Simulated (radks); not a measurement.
The numbers below are computed, except where a source is named.
Ionisation of Yb, [Xe] 4f14 6s2, to Yb+, [Xe] 4f14 6s1, under several functionals. Scalar-relativistic Kohn-Sham, spin-unpolarised, spherical densities, finite nucleus; a radial shooting solver on a logarithmic mesh with Libxc functionals.

| functional | E(Yb) (hartree) | Exc (hartree) | IE (eV) | -e(HOMO) (eV) | <r> HOMO (bohr) | IE error (eV) |
|---|---|---|---|---|---|---|
| revPBE | -14058.4687 | -293.0833 | 6.441 | 2.992 | 0.7911 | +0.187 |
| PBEsol | -14053.7750 | -288.3775 | 6.544 | 3.068 | 0.7914 | +0.290 |
| XLYP | -14059.8959 | -294.4895 | 6.524 | 2.823 | 0.7928 | +0.269 |
| TASK exchange with Perdew-Wang LDA correlation | -14057.5314 | -290.8150 | 6.387 | 2.853 | 0.7792 | +0.133 |

NIST Atomic Spectra Database: 6.254 eV (measured). Closest: TASK exchange with Perdew-Wang LDA correlation. The Delta-SCF values span 0.16 eV, the total energies 6.12 hartree. The highest occupied level is 4f. Spin polarisation and multiplet splitting are left out, so open shells lie too high by an amount that depends on their filling.

Beside tabulated values, note that spin-unpolarised runs miss the spin-polarisation part of the exchange energy of open shells.
